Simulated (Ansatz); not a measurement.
Be4Se3⁺. Charge 1, multiplicity 2. Geometry B3LYP-D4/def2-SVP; atoms count from 1.

Cartesian coordinates in Å:
```
Be -2.3196 2.3276 -1.4571
Be -0.1334 -2.3176 2.7221
Be 1.1322 -0.7960 0.7728
Be 0.1796 1.1851 -1.0198
Se 0.8226 -2.8063 1.0314
Se 1.4316 1.1874 0.5614
Se -1.1131 1.2197 -2.6109
```

Another isomer (doublet) lies 3.34 eV lower at PBE0-D4/def2-TZVP; other spin states weren't run for this one.

(1) Estimate the Mulliken populations from the PBE0/def2-TZVP orbitals of Ansatz.

(2) Where does the spin sit?

(3) And the Mayer bond orders between bonded heavy atoms (over 0.3)?

## Answers

(1) 
```csv
atom,charge (e),spin (α − β)
Be1,0.21,0.50
Be2,0.21,0.50
Be3,0.13,0.00
Be4,0.13,0.00
Se5,0.12,0.00
Se6,0.08,0.00
Se7,0.12,0.00
```
Mulliken values and Mayer orders depend strongly on the basis.

(2) Summed by element: Be 1.00, Se 0.00, of 1 unpaired in all. Largest on single atoms: Be1 0.50, Be2 0.50, Be3 0.00.

(3) Be1–Se7 1.51 (2.00 Å); Be2–Se5 1.51 (2.00 Å); Be3–Se5 1.07 (2.05 Å); Be3–Se6 1.30 (2.02 Å); Be4–Se6 1.30 (2.02 Å); Be4–Se7 1.07 (2.05 Å). Values over 0.3 also appear between atoms too far apart for a bond (Be1–Be2 0.39 at 6.62 Å); they arise where an orbital or an unpaired electron spreads over both atoms.
